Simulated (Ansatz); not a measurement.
C4H9AlClN, SMILES `CC#[N+][Al-]([CH3])([CH3])[Cl]` at its PBE0-D4/def2-TZVP geometry, where that method's forces vanish. The species carries charge 0 and has multiplicity 1.

```json
{"atom": "C1", "x (Å)": "-0.8530", "y (Å)": "2.0136", "z (Å)": "2.5378"}
{"atom": "C2", "x (Å)": "-0.4500", "y (Å)": "1.2268", "z (Å)": "1.3993"}
{"atom": "N3", "x (Å)": "-0.1265", "y (Å)": "0.6112", "z (Å)": "0.4925"}
{"atom": "Al4", "x (Å)": "0.5042", "y (Å)": "-0.3552", "z (Å)": "-1.1823"}
{"atom": "C5", "x (Å)": "1.8547", "y (Å)": "-1.5705", "z (Å)": "-0.4506"}
{"atom": "C6", "x (Å)": "-1.1874", "y (Å)": "-1.0127", "z (Å)": "-1.9186"}
{"atom": "Cl7", "x (Å)": "1.3090", "y (Å)": "1.3731", "z (Å)": "-2.1925"}
{"atom": "H8", "x (Å)": "-1.0236", "y (Å)": "1.3612", "z (Å)": "3.3956"}
{"atom": "H9", "x (Å)": "-0.0673", "y (Å)": "2.7313", "z (Å)": "2.7796"}
{"atom": "H10", "x (Å)": "-1.7730", "y (Å)": "2.5516", "z (Å)": "2.3034"}
{"atom": "H11", "x (Å)": "1.4218", "y (Å)": "-2.2953", "z (Å)": "0.2473"}
{"atom": "H12", "x (Å)": "2.3336", "y (Å)": "-2.1448", "z (Å)": "-1.2503"}
{"atom": "H13", "x (Å)": "2.6502", "y (Å)": "-1.0332", "z (Å)": "0.0746"}
{"atom": "H14", "x (Å)": "-1.0217", "y (Å)": "-1.5295", "z (Å)": "-2.8696"}
{"atom": "H15", "x (Å)": "-1.6779", "y (Å)": "-1.7271", "z (Å)": "-1.2487"}
{"atom": "H16", "x (Å)": "-1.8931", "y (Å)": "-0.2006", "z (Å)": "-2.1174"}
```

(1) For each bond, give half the difference of the two atoms' forces along it (eV/Å; positive pushes the atoms apart) under PBE-D4, r2SCAN-D4, B3LYP-D4, ωB97M-V in def2-TZVPP. (Best estimate.)

## Answers

(1) Ansatz gave: 
| bond | length (Å) | PBE-D4 | r2SCAN-D4 | B3LYP-D4 | ωB97M-V |
| --- | --- | --- | --- | --- | --- |
| C1–C2 | 1.441 | -0.83 | -0.36 | 0.15 | 0.50 |
| C1–H9 | 1.091 | 0.14 | 0.00 | -0.06 | -0.13 |
| C1–H10 | 1.091 | 0.14 | 0.00 | -0.06 | -0.13 |
| C2–N3 | 1.143 | 1.57 | 0.69 | -0.05 | -0.46 |
| N3–Al4 | 2.034 | -0.82 | -0.39 | -0.01 | 0.28 |
| Al4–C5 | 1.959 | -0.03 | -0.01 | 0.02 | -0.03 |
| Al4–C6 | 1.959 | -0.03 | -0.01 | 0.02 | -0.03 |
| Al4–Cl7 | 2.158 | 0.12 | 0.03 | 0.10 | 0.06 |
| C5–H11 | 1.095 | 0.11 | 0.00 | -0.03 | -0.03 |
| C5–H12 | 1.095 | 0.12 | 0.00 | -0.04 | -0.04 |
| C5–H13 | 1.094 | 0.11 | 0.01 | -0.03 | -0.03 |
| C6–H14 | 1.095 | 0.12 | 0.00 | -0.04 | -0.04 |
| C6–H15 | 1.095 | 0.11 | 0.00 | -0.03 | -0.03 |
| C6–H16 | 1.094 | 0.11 | 0.01 | -0.03 | -0.03 |

B3LYP here is the variant with VWN-RPA as its local correlation; programs differ in this.
